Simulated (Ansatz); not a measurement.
Cost and result for the atomization energy of `[F][Sn]([F])[O][SiH3]` radical (8 atoms, 7 bonds).

Total charge 0; spin multiplicity 2. Correlated methods include outer-core shells of Sn, which these sets cover unevenly. Sn: def2 effective core potential. The structure was optimised at the PBE0-D4/def2-TZVP level. It is one conformer, not always the lowest. Program: Ansatz. Hardware: A = 2 threads of an AMD EPYC 7R13 on a shared host; B = 2 threads of an AMD EPYC 7R13 on a shared host and a share of an NVIDIA H100 80 GB. Times are those of one run each, without the atoms' runs, and a repeat can differ threefold. Electronic energies, without spin–orbit coupling; frozen cores. CCSD(T)/CBS adds CCSD(T) − MP2 in def2-TZVPP to the MP2 limit, and its time is that of the two runs behind it. T1 = 0.018; ⟨S²⟩ of the reference is 0.76. With those shells the extrapolation isn't a true limit. B3LYP takes the VWN-RPA correlation (the form of Gaussian; ORCA's B3LYP/G). HSE06 is the plane-wave form, built on full-range PBE exchange.

CCSD(T)/CBS is a level of theory with its own doubt, some kJ/mol a heavy atom from the limit and from the frozen cores, so smaller differences don't rank the functionals.

```csv
level,functions,wall time,atomization (kJ/mol),difference from CCSD(T)/CBS,per bond
BLYP-D4/def2-TZVPP [A],227,6 s,2618.4,-9.0,-1.3
CCSD(T)/def2-SVP [B],101,7 s,2355.1,-272.3,-38.9
PBE0-D4/def2-TZVPP [A],227,7.5 s,2544.7,-82.7,-11.8
HSE06-D4/def2-TZVPP [A],227,8.5 s,2545.8,-81.6,-11.7
MP2/def2-QZVPP [B],413,9 s,2659.7,32.3,4.6
B3LYP-D4/def2-TZVPP (with forces) [A],227,9 s,2585.2,-42.2,-6.0
BHLYP-D4/def2-TZVPP [A],227,10 s,2473.3,-154.1,-22.0
r2SCANh-D4/def2-TZVPP [A],227,12 s,2577.6,-49.8,-7.1
PBE-QIDH/def2-TZVPP [A],227,12 s,2537.2,-90.2,-12.9
B97M-V/def2-TZVPP [A],227,16 s,2630.0,2.6,0.4
ωB97X-V/def2-TZVPP [A],227,17 s,2622.3,-5.1,-0.7
CCSD(T)/def2-TZVPP [B],227,18 s,2522.8,-104.6,-14.9
CCSD(T)/CBS(def2),–,27 s,2627.4,0.0,0.0
```

The D4 term adds +28.5 kJ/mol with B3LYP and +14.9 kJ/mol with PBE0; it sums over pairs of atoms, weighted by their polarisabilities, and B3LYP, whose exchange is more repulsive, gets the larger term. From PBE to PBE0 (25 % exact exchange), in def2-TZVPP and without D4, the atomization energy moves by −90.2 kJ/mol: exact exchange takes away binding that semilocal exchange gives to molecules. At CCSD(T), def2-SVP lies −272.3 kJ/mol from the extrapolated value and def2-TZVPP −104.6 kJ/mol: correlation converges slowly with the basis, and small sets miss more of it in the bonded molecule than in its fragments.

Spin–orbit coupling would lower the free Sn atoms strongly, and the atomization energy with them, by more than many differences here. For some Ge, Se and Sn compounds the MP2-based and the directly extrapolated limit differ by 10 to 25 kJ/mol.
